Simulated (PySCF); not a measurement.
HIMgS. Atoms are numbered in the order given.

```xyz
4

Mg     0.0174     1.1689     0.0000
I     -0.0024    -1.3745     0.0000
S      0.0740     3.4545     0.0000
H     -1.2688     3.5521     0.0000
```

Geometry: B3LYP-D3(BJ)/def2-TZVP. The def2 effective core potentials stand for the cores of I; spin–orbit coupling is left out. The values are those of a single conformer.

These are HF/def2-TZVPD run with PySCF values and carry that method's errors.

Gas-phase values at a fixed geometry.

```yaml
total_energy: -894.52707 hartree
point_group: Cs
highest_occupied_level: -10.06 eV
lowest_empty_level: 0.48 eV
orbital_gap: 10.54 eV
dipole_moment: 0.72 D
quadrupole, principal values (traceless, Buckingham form, about the centre of nuclear charge): -17.08, 5.12, 11.97 D·Å
mean_static_polarisability: 79.0 bohr³ (11.71 Å³)
polarisability_principal_values: 68.0, 69.5, 99.6 bohr³
```
